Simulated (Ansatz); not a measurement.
The cation of C2H6ClHfIO2, SMILES `C[O][Hf]([Cl])([I])[O]C` at the neutral geometry.

```yaml
crystal:
  periodic: [false, false, false]
  atoms:
    - {symbol: C, position_ang: [0.032895, -2.343345, 1.342765]}
    - {symbol: O, position_ang: [-0.574177, -1.266477, 0.702366]}
    - {symbol: Hf, position_ang: [-1.240018, 0.252479, -0.199521]}
    - {symbol: Cl, position_ang: [-2.496787, -0.459019, -2.066352]}
    - {symbol: I, position_ang: [-2.743074, 1.720943, 1.559437]}
    - {symbol: O, position_ang: [0.194507, 1.321957, -0.801363]}
    - {symbol: C, position_ang: [1.330406, 2.025784, -1.192337]}
    - {symbol: H, position_ang: [1.121807, -2.272154, 1.264443]}
    - {symbol: H, position_ang: [-0.243640, -2.352648, 2.400876]}
    - {symbol: H, position_ang: [-0.292174, -3.282721, 0.886716]}
    - {symbol: H, position_ang: [1.271484, 3.057569, -0.834415]}
    - {symbol: H, position_ang: [2.230672, 1.561095, -0.779371]}
    - {symbol: H, position_ang: [1.408110, 2.036547, -2.283243]}
basis:
  gaussian: {orbitals: def2-TZVPP}
total_charge: 1
magnetization: {spin_polarized: true, initial_magnetization: 1}
hamiltonian: {xc: {name: B3LYP}, dispersion: d4}
```

```sh
$ ansatz run in.yaml --threads 2 --pin off --events-out ev --progress --plain --max-ram 20480MiB --backend cuda --devices 0, --max-vram 18GiB
```

Shortened log:

```
Functional definition: B3LYP
2113 factors; their error is unknown
mean field evaluation 1: about -28175.6801 eV, gradient 8.0e1 eV
mean field evaluation 2: about -27912.8020 eV, gradient 2.3e2 eV
mean field evaluation 4: about -28197.4491 eV, gradient 2.6e1 eV
mean field evaluation 8: about -28201.1369 eV, gradient 6.1e-1 eV
mean field evaluation 16: about -28201.3815 eV, gradient 4.8e-2 eV
mean field evaluation 32: about -28201.4199 eV, gradient 3.1e-1 eV
mean field evaluation 64: about -28201.3360 eV, gradient 9.5e-1 eV
mean field evaluation 96: about -28201.3813 eV, gradient 1.5e-1 eV
mean field -28201.42186700 eV, -1036.3831380019 hartree, gradient 9.7e-6 eV, S^2 0.756594; 10 other end points of the search recorded, 0 dependent functions left out
reference -28201.42221594 eV, -1036.3831508253 hartree; 44, 43 occupied and 312, 313 virtual orbitals, 2113 factors
Total energy: -28201.89103373 eV, -1036.4003795613 hartree
```

Hardware: 2 threads of an AMD EPYC 7R13 on a shared host and a share of an NVIDIA H100 80 GB. Wall time 23 s, peak host memory 1 GiB.
